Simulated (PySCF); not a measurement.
First SCF of a structure search on singlet HfO₂, at a hand-made end-on geometry. PySCF input:

```python
from pyscf import gto, scf, dft
mol = gto.M(atom='''
Hf     0.000000     0.000000     0.000000
O      0.000000     0.000000     2.214500
O      1.252800     0.000000     2.934500''',
    basis={'Hf': 'def2-TZVP', 'O': 'def2-TZVP'},
    ecp={'Hf': 'def2-TZVP'},
    charge=0, spin=0)
mf = dft.RKS(mol, xc='PBE')
mf.grids.atom_grid = (50, 194)
aux = {'Hf': 'def2-universal-JKFIT', 'O': 'def2-universal-JKFIT'}
mf = mf.density_fit(auxbasis=aux)
mf.conv_tol = 1e-08
mf.diis_space = 10
mf.max_cycle = 60
mf.init_guess = 'minao'
mf.verbose = 4
mf.kernel()
```

Excerpt of the output (cycles and frontier levels):

```
init E= -180.630109237629
  HOMO = -0.335178680301581  LUMO = -0.313921553368184  gap/eV = 0.57844
cycle= 1 E= -197.927038838117  delta_E= -17.3  |g|= 0.909  |ddm|= 4.86
  HOMO = -0.23736793381949  LUMO = -0.118685282501133  gap/eV = 3.22952
cycle= 2 E= -175.472876559145  delta_E= 22.5  |g|= 5.91  |ddm|=  3.7
  HOMO = -0.13022096207105  LUMO = -0.115820562742485  gap/eV = 0.39185
cycle= 3 E= -194.146558321802  delta_E= -18.7  |g|= 3.05  |ddm|= 2.81
  HOMO = -0.135250974703526  LUMO = -0.110420301383481  gap/eV = 0.67568
cycle= 4 E= -197.765971041413  delta_E= -3.62  |g|= 1.43  |ddm|= 2.21
  HOMO = -0.166199695756693  LUMO = -0.154673951939969  gap/eV = 0.31363
cycle= 5 E= -194.079798008969  delta_E= 3.69  |g|= 2.87  |ddm|= 2.35
  HOMO = -0.150308374372304  LUMO = -0.141971839274545  gap/eV = 0.22685
cycle= 6 E= -197.741150887434  delta_E= -3.66  |g|= 1.41  |ddm|= 1.77
  HOMO = -0.159455671483259  LUMO = -0.151187533663379  gap/eV = 0.22499
... 22 lines left out ...
cycle= 18 E= -198.193676173244  delta_E= -3.98e-07  |g|= 0.000234  |ddm|= 0.00277
  HOMO = -0.183385202087204  LUMO = -0.165855288199715  gap/eV = 0.47701
cycle= 19 E= -198.193676184148  delta_E= -1.09e-08  |g|= 0.000132  |ddm|= 0.000233
  HOMO = -0.18338405643477  LUMO = -0.165860426815501  gap/eV = 0.47684
cycle= 20 E= -198.193676186144  delta_E= -2e-09  |g|= 0.000106  |ddm|= 0.000201
  HOMO = -0.183385508387306  LUMO = -0.165859212832819  gap/eV = 0.47691
cycle= 21 E= -198.193676189404  delta_E= -3.26e-09  |g|= 1.22e-05  |ddm|= 8.84e-05
  HOMO = -0.183382397856391  LUMO = -0.165861205170829  gap/eV = 0.47678
Extra cycle  E= -198.193676173873  delta_E= 1.55e-08  |g|= 0.000234  |ddm|= 0.000179
converged SCF energy = -198.193676173873
```

No lower solution of this spin was found from smeared starts or by a stability analysis within the restricted form, which does not test spin polarisation.

With an element this heavy the missing spin–orbit coupling can shift these numbers.

The search for the lowest solution, 3 starts and the stability check together, took 23 s on 2 threads of a shared Arm Neoverse V1 host, with 102 basis functions; the process peaked at 0.37 GiB. Launch command: `OMP_NUM_THREADS=2 python axn.py task.json out`.
